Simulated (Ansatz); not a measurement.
## Cost against result

The pair of Ag⁺ (SMILES [Ag+], atom 1) and C$_{2}$H$_{4}$ (SMILES C=C, atoms 2–7), both closed shells, in one local arrangement (a lower one may exist), relaxed at PBE0-D4/def2-TZVP:

Ag1  (-0.008, 0.050, -1.956)
C2  (-0.460, 0.492, 0.287)
C3  (0.463, -0.506, 0.257)
H4  (-0.160, 1.531, 0.393)
H5  (-1.522, 0.273, 0.367)
H6  (0.163, -1.549, 0.313)
H7  (1.525, -0.291, 0.339)
(Å)

Interaction energies are counterpoise-corrected; the time is that of the whole pair.

Program: Ansatz 0.2.0. Basis: as named in each row. Cores are frozen in the correlated methods. Filled d shells of the heavier atoms are correlated. Core potentials replace the inner electrons of the atoms past krypton. B3LYP uses VWN-RPA correlation. Extrapolation: Hartree–Fock as exp(−7.88 √X), correlation as X^−2.97.

Times are rough, for one single point on 4 threads of a shared host (Arm Neoverse V2).

The estimate by CCSD(T) at an estimated basis limit (MP2 extrapolated from triple and quadruple zeta, plus CCSD(T) − MP2 in triple zeta) is -37.81 kcal/mol.

```csv
method,basis,time (s),interaction energy (kcal/mol),method less estimate
SPW92,def2-SVP,under 1,-56.49,-18.68
PBE-D4,def2-SVP,under 1,-43.56,-5.75
PBE0-D4,def2-SVP,under 1,-38.88,-1.07
CCSD(T),def2-SVP,1,-26.39,11.42
PBE-D4,def2-TZVPPD,1,-45.76,-7.95
revPBE-D4,def2-TZVPPD,1,-41.65,-3.84
BLYP-D4,def2-TZVPPD,1,-43.10,-5.29
PBE0-D4,def2-TZVPPD,2,-41.25,-3.44
HSE06-D4,def2-TZVPPD,2,-41.23,-3.42
B3LYP-D4,def2-TZVPPD,2,-40.26,-2.45
r2SCAN-D4,def2-TZVPPD,2,-45.96,-8.16
wB97M-V,def2-SVP,3,-35.53,2.28
B2PLYP,def2-TZVPPD,3,-37.79,0.02
wB97X-V,def2-TZVPPD,4,-37.79,0.01
wB97M-V,def2-TZVPPD,6,-37.74,0.07
B97M-V,def2-TZVPPD,6,-42.03,-4.22
MP2,def2-QZVPPD,9,-41.24,-3.44
CCSD(T),def2-TZVPPD,20,-33.94,3.87
```

No T1 diagnostic of these runs exceeds 0.012. The restricted Hartree–Fock reference is unstable towards an unrestricted one at one or more of these structures.
